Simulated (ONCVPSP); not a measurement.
**What one change does to a pseudopotential (sulfur, ONCV)**

```
Element                 : S (Z = 16)
Generator               : ONCVPSP 4.0.1
Type                    : optimised norm-conserving Vanderbilt (ONCV)
Functional              : PBE
Relativity              : scalar-relativistic
Frozen core             : [Ne]
Valence charge          : 6
Reference configuration : 3s2 3p4
Partial waves           : 3s: rc 1.45 bohr, ncon 4, nbas 9, qcut 5.6 1/bohr, 1 projector; 3p: rc 1.25 bohr, ncon 5, nbas 9, qcut 7.7 1/bohr, 2 projectors, debl 0.9 Ha; d scattering state at 0.47 Ha: rc 1.30 bohr, ncon 5, nbas 8, qcut 6.8 1/bohr, 2 projectors, debl 3.6 Ha
Local potential         : polynomial inside 1.20 bohr (lpopt 5, dvloc0 6 Ha)
Core correction         : Teter function, fcfact 2.5, rcfact 1.1
```

All-electron outer shells of the reference configuration (PBE, scalar-relativistic, ld1.x):

```
shell  level (eV)  outermost node (bohr)  outermost maximum (bohr)
   2s     -211.71                   0.13                      0.39
   2p     -156.51                      –                      0.33
   3s      -17.26                   0.60                      1.40
   3p       -7.01                   0.58                      1.61
```

Change: s: qcut 7.1; p: qcut 9.8; d: qcut 8.7.

Cutoffs: the cutoffs (Ha) at which the residual kinetic energy of the hardest occupied pseudo-wave falls to 1 and 0.1 mHa per electron; they do not see the model core or the augmentation charge, which bear on the density cutoff. Errors are all-electron minus pseudo energies relative to the spin-unpolarised reference configuration.

What does the change do?

The potential gets neither clearly harder nor softer (30 Ha and 147 Ha → 38 Ha and 48 Ha); both files keep a bound ghost (p); of the 4 tests that both files solve, the error grows in 0 and shrinks in 2 by more than 15 % and 0.3 meV (median size 1.6 → 0.6 meV).

| quantity | base | changed |
| --- | --- | --- |
| cutoff, loose | 30 Ha | 38 Ha |
| cutoff, tight | 147 Ha | 48 Ha |
| loose cutoff by channel | s 13 Ha, p 30 Ha | s 15 Ha, p 38 Ha |
| bound ghosts | p | p |
| GHOST(+) flags under 300 eV | none | none |
| error for 3s2 3p3, meV [ΔE 11.77 eV] | -0.5 | -0.7 |
| error for 3s2 3p2, meV [ΔE 34.05 eV] | +2.8 | +0.5 |
| error for 3s2 3p1, meV [ΔE 68.09 eV] | +26 | +15 |
| error for 3s2 3p3.5, meV [ΔE 4.66 eV] | -0.3 | -0.3 |
| s: phases at 1.47 bohr within 0.05 rad from the reference energy up to (Ha; the scan ends near 5) | 2.7 | 2.9 |
| p: phases at 1.27 bohr within 0.05 rad from the reference energy up to (Ha; the scan ends near 5) | to the end of the scan | to the end of the scan |
| d: phases at 1.32 bohr within 0.05 rad from the reference energy up to (Ha; the scan ends near 5) | to the end of the scan | to the end of the scan |
| rms error of d²Exc/dni dnj with the model core, mHa | 1.02 | 1.15 |

 A true bound ghost makes a file unfit for plane-wave use even where its test errors are small: the radial tests pick states by their node count and pass the ghost by.
